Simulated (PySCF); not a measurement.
# LiSb: from constants to spectrum

UHF-CCSD(T) constants of LiSb, ³Σ⁻ (triplet), unpaired electrons π ↑↑ (basis Li x2c-SVPall, Sb x2c-SVPall; spin-free X2C with a Gaussian nucleus; PySCF 2.14; masses 7.0160 and 120.9038 u):

| Property | Result |
| --- | --- |
| ωe | 377.3 cm⁻¹ |
| ωexe | 2.59 cm⁻¹ |
| Be | 0.35708 cm⁻¹ |
| αe | 0.00369 cm⁻¹ |
| D (centrifugal) | 1.28e-06 cm⁻¹ |
| De to Li + Sb | 1.12 eV |

Q: Give the vibrational terms G(v) and spacings up to v = 6.

A: G(v) = ωe(v+½) − ωexe(v+½)².

```csv
v,G(v) (cm⁻¹),G(v) − G(v−1),Bv (cm⁻¹)
0,188,,0.3552
1,560,372,0.3515
2,927,367,0.3479
3,1289,362,0.3442
4,1645,357,0.3405
5,1997,351,0.3368
6,2343,346,0.3331
```

Q: How well does the Morse estimate ωe²/(4ωexe) reproduce De, and what is D0?

A: It gives 1.70 eV, 152 % of the computed De. D0 = De − G(0) = 1.12 − 0.02 = 1.10 eV.

Correlated steps freeze 18 core orbitals. Correlated levels converge slowly with the basis: in double zeta they bind strong bonds too weakly, by up to about 1 eV, and carry superposition errors of some tenths. Spin–orbit coupling is left out, which matters for elements this heavy, above all for dissociation energies. The state is the lowest determinant that a PBE0 search found; another state may lie lower at other levels.
